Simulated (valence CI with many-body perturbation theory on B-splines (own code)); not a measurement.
## Nb²⁰⁺: key properties

Method: configuration interaction combined with many-body perturbation theory (CI+MBPT): three valence electrons over a frozen Dirac-Fock core [Ar], a basis of 7 s, 7 p, 8 d, 6 f, 4 g, 1 h functions for each j, with the one-electron correlation potential Σ1 (screened to all orders), the two-electron term Σ2, the three-electron term Σ3, Breit, model QED; selected single and double excitations, second order for the rest, scaled by the run's own slope (own B-spline code, finite nucleus).

No measured levels were compared; by estimate terms of the open shell hold to 2 to 4 % of their energy, and close levels can change places. Only levels of the ground parity were solved; by the run's estimate the other parity begins above the list, which can be wrong where configurations are misplaced.

Names give the largest LS component (configuration and term), which can be under half, so a name can repeat, a term be missing and a line seem to break the LS rules; names also repeat where a configuration has a term twice.

Rates and lifetimes use the calculated energies. Strong lines usually hold to 10 to 20 %, long lifetimes can be off by a factor of two.

What is the ground level?

3d3 4F_3/2, composition 91 % 3d3 4F + 8 % 3d3 2D, g = 0.438.

How is the term 4F of the ground level split?

J = 3/2 at 0.0, J = 5/2 at 14436, J = 7/2 at 28286, J = 9/2 at 40062 cm⁻¹.

What is the ionisation energy?

877.09 eV; NIST lists 877 ± 4 eV (theoretical).

How well does LS coupling describe the low levels?

Among the lowest 19 levels the leading LS term, summed over configurations, holds 81 % on average. For single configurations the figures are 81 % in LS and 72 % in jj coupling. Terms mix most in the J = 9/2 level at 115050 cm⁻¹, where the leading one holds 49 %.
